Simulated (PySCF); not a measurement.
A PySCF script (with the pyscf-properties extension) for the NMR shieldings of `B(OBC=C)C(=C)C`, C5H10B2O, on a GFN2-xTB geometry:

```python
import basis_set_exchange as bse
import numpy as np
from pyscf import gto, dft
from pyscf.prop import nmr

atoms = """
C     2.555952    1.137838   -0.831339
C     2.592626    0.577303    0.372532
B     1.617124   -0.572732    0.829819
O     0.692569   -1.002280    0.021829
B    -0.255210   -1.271801   -0.827532
C    -1.607001   -0.452511   -0.792393
C    -2.628224   -0.746047   -1.594112
C    -1.707125    0.685967    0.185490
H     1.838887    0.818273   -1.573334
H     3.226873    1.927106   -1.135987
H     3.333653    0.935667    1.077784
H     1.716847   -1.058129    1.903072
H    -0.097074   -2.138320   -1.614891
H    -2.575308   -1.557922   -2.299916
H    -3.556255   -0.193039   -1.578384
H    -1.558485    0.318808    1.200744
H    -0.923638    1.417665   -0.011806
H    -2.674969    1.180471    0.127248
"""
names = dict.fromkeys(["C", "B", "O", "H"], "pcSseg-1")
basis = {el: gto.basis.parse(bse.get_basis(n, elements=[el], fmt="nwchem")) for el, n in names.items()}
mol = gto.M(atom=atoms, basis=basis, charge=0, verbose=0)
mf = dft.RKS(mol, xc="PBE0")
mf.grids.level = 2
mf.grids.alignment = dft.numint.BLKSIZE   # the property module wants whole blocks of grid points
mf.conv_tol = 1e-9
mf.kernel()

calc = nmr.RKS(mf)   # GIAO
C = mf.mo_coeff
Co = C[:, mf.mo_occ > 0]
resp = mf.gen_response(singlet=True, hermi=2)
def vind(x):   # induced exchange potential for any number of trial vectors
    d = np.einsum("pi,xij,qj->xpq", C, 2 * x.reshape(-1, C.shape[1], Co.shape[1]), Co, optimize=True)
    return np.einsum("xpq,pi,qj->xij", resp(d - d.transpose(0, 2, 1)), C, Co, optimize=True).ravel()
mo1, _ = nmr.rhf.solve_mo1(calc, with_cphf=vind)
sigma = calc.kernel(mo1)
for i, s in enumerate(sigma):   # ppm
    print("%2d %-2s %9.2f" % (i, mol.atom_pure_symbol(i), np.trace(s) / 3))
```

**Question.** Give the expected output.

**Answer.** 
```
 0 C      43.32
 1 C      41.45
 2 B      66.83
 3 O      52.69
 4 B      64.73
 5 C      31.18
 6 C      41.71
 7 C     162.56
 8 H      25.41
 9 H      25.21
10 H      24.92
11 H      26.24
12 H      26.33
13 H      25.50
14 H      25.22
15 H      29.74
16 H      29.87
17 H      29.99
```

These numbers come from an equivalent density-fitted implementation of the same equations, which agrees with the script to about 0.01 ppm for H and up to a few tenths of a ppm for heavy atoms, so last digits may differ.

Size and cost of the density-fitted run: 186 basis functions, 26 s wall time on 1 thread of an x86-64 server CPU, shared host.
